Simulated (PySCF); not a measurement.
WF₆, SMILES [F][W]([F])([F])([F])([F])[F], multiplicity 1. Geometry optimised at PBE-D3(BJ)/def2-SVP. The multiplicity is an assumed one; other spin states were not compared. The isomer is the one that the SMILES or the coordinates give; other isomers of the formula were not compared. The def2 effective core potentials stand for the cores of W; spin–orbit coupling is left out.

These are PBE-D3(BJ)/def2-SVP (PySCF) values and carry that method's errors.

Harmonic wavenumbers (cm⁻¹): 127, 127, 127, 229, 229, 229, 296, 296, 296, 673, 673, 707, 707, 707, 730. Rotational constants (GHz): 1.920, 1.920, 1.920; symmetry number 24.

Q: Work out the zero-point energy and the ideal-gas rigid-rotor harmonic-oscillator thermochemistry at 298.15 K and 1 atm.

A: ZPE = ½ Σ hcν = ½ × 6156 cm⁻¹ = 8.80 kcal/mol. H − E(el) = 14.66 kcal/mol. Entropy in cal/(mol K): translation 42.97, rotation 21.89, vibration 20.79, total 85.66. G − E(el) = -10.88 kcal/mol. Cp = 29.14 cal/(mol K). Modes under 150 cm⁻¹ make the vibrational entropy uncertain.
